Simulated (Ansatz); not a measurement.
Ansatz (a first-principles code) job for CaCl, SMILES [Cl][Ca], multiplicity 2, PBE/def2-TZVPD. The structure is a stationary point at PBE0-D3(BJ)/def2-TZVPD. The spin state was assumed, not searched.

Ansatz 0.2 input:
```yaml
crystal:
  periodic: [false, false, false]
  atoms:
    - {symbol: Ca, position_ang: [0.00000000, 0.00000000, -1.11777907]}
    - {symbol: Cl, position_ang: [0.00000000, 0.00000000, 1.31503421]}
basis:
  gaussian:
    orbitals: def2-TZVPD
hamiltonian:
  xc: {name: PBE}
magnetization: {spin_polarized: true, initial_magnetization: 1}
```

It prints:

```
WARN ansatz: RAYON_NUM_THREADS=1 ignored (pool sized by the plan → 1); use --threads N
Functional definition: PBE
integrals: 0.02 GiB planned
647 factors; their error is unknown
mean field: 0.22 GiB planned
mean field evaluation 1: about -30950.0742 eV, gradient 1.6e1 eV
mean field evaluation 2: about -30943.2931 eV, gradient 3.9e1 eV
mean field evaluation 4: about -30951.6383 eV, gradient 2.0e0 eV
mean field evaluation 8: about -30951.6193 eV, gradient 4.8e-2 eV
mean field evaluation 16: about -30949.9907 eV, gradient 3.2e0 eV
mean field evaluation 32: about -30949.5412 eV, gradient 1.2e-5 eV
mean field -30951.61932161 eV, -1137.4510303082 hartree, gradient 1.8e-5 eV, S^2 0.750201; 4 other end points of the search recorded, 0 dependent functions left out
reference -30951.61936478 eV, -1137.4510318946 hartree; 19, 18 occupied and 63, 64 virtual orbitals, 647 factors
Total energy: -30951.61936478 eV, -1137.4510318946 hartree
```

Self-consistency was reached.

Cost: roughly 4 core-seconds.
